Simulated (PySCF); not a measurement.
# Static response to an electric field

Compound: C5H5S3 (charge +1).
Geometry (GFN2-xTB, Å), atoms numbered from 1 in this order:
```
atom  x, y, z in Å
C1    -2.3277    0.2036   -0.5001
C2    -1.3849   -0.1150    0.6006
S3    -1.8709   -0.5002    2.1241
C4     0.0235   -0.0894    0.3365
S5     1.1545   -0.4483    1.5699
C6     2.5296   -0.2281    0.5693
C7     2.3124    0.1152   -0.7155
S8     0.6776    0.2928   -1.1999
H9    -2.1498    1.2095   -0.8825
H10   -2.2013   -0.4908   -1.3316
H11   -3.3526    0.1408   -0.1449
H12    3.5031   -0.3745    1.0053
H13    3.0821    0.2850   -1.4489
```

Level: PBE0/def2-SVPD (PySCF), static field, nuclei fixed, core orbitals frozen in the response. The polarisability tensor in these axes (au):

```
x   148.50   2.72 -20.45
y     2.72  67.15 -15.07
z   -20.45 -15.07 123.11
```

Q: Diagonalise the tensor; give its mean and Δα, where Δα² is half the sum of the squared differences of the eigenvalues.

A: Principal values 63.28, 114.57 and 160.91 au; mean 112.92 au = 16.73 Å³ = 18.62 × 10⁻⁴⁰ C²·m²/J; Δα = 84.59 au (75 % of the mean).

Q: Form Σ f/ω² (atomic units) for the 6 lowest TDDFT singlets, given as eV and f, and set it beside the mean polarisability, which is this sum over all singlets: 1.19, 0.0000; 3.30, 0.1624; 4.36, 0.0000; 4.56, 0.0230; 4.71, 0.0002; 4.82, 0.0015.

A: They add up to 11.92 au, 10.6 % of the 112.92 au; the largest single term is 11.03 au, from the state at 3.30 eV. Terms in order: 0.02, 11.03, 0.00, 0.82, 0.01, 0.05 au. Higher excitations give the rest. The strengths listed sum to 0.187.

Q: Give the eigenvalues of the traceless quadrupole moment Θ = ½Σq(3rr − r²1), origin at the centre of nuclear charge.

A: -19.75, -0.45, 20.20 D·Å. The values depend on the origin, since the species is charged. The electronic extent ⟨r²⟩ about the same centre is 1485 bohr², a root-mean-square distance of 2.25 Å for the 82 electrons.

Q: What depolarisation ratio follows for Rayleigh scattering of linearly polarised light, taking the static tensor?

A: ρ = 3Δα²/(45ᾱ² + 4Δα²) = 21464.9/(573784 + 28619.9) = 0.0356.

Isolated species at its GFN2-xTB geometry (one conformer only).

These values come from a run that also computed excited states. Time: 68 s wall (grids of density and orbitals included); peak memory 0.94 GiB. Hardware: Arm Neoverse N1, one thread, no GPU, shared host with 64 logical CPUs at a one-minute load of 46.
